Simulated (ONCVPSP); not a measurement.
**H: ONCV pseudisation with Wu-Cohen, scalar-relativistic reference atom.**

```
Element                 : hydrogen (H)
Generator               : ONCVPSP 4.0.1
Type                    : optimised norm-conserving Vanderbilt (ONCV)
Functional              : Wu-Cohen
Relativity              : scalar-relativistic
Frozen core             : none
Valence charge          : 1
Reference configuration : 1s1
Partial waves           : 1s: rc 0.80 bohr, ncon 4, nbas 7, qcut 6.4 1/bohr, 2 projectors, debl 3.2 Ha; p scattering state at 0.32 Ha: rc 0.70 bohr, ncon 4, nbas 8, qcut 9.9 1/bohr, 2 projectors, debl 3.7 Ha
Local potential         : polynomial inside 0.65 bohr (lpopt 5, dvloc0 6 Ha)
Core correction         : none
```

All-electron outer shells of the reference configuration (Wu-Cohen, scalar-relativistic, ld1.x):

```json
{"shell": "1s", "level (eV)": "-6.37", "outermost node (bohr)": "–", "outermost maximum (bohr)": "1.04"}
```

Q: Does the generator finish with these settings?

A: Yes, a potential is produced and its reference levels are reproduced.

Q: Estimate the cutoffs (Ha) at which the residual kinetic energy of the hardest occupied pseudo-wave falls to 1 and 0.1 mHa per electron.

A: 22 Ha and 133 Ha.

Q: What does a ghost test show?

A: No bound ghost flagged; no localised positive-energy state flagged.
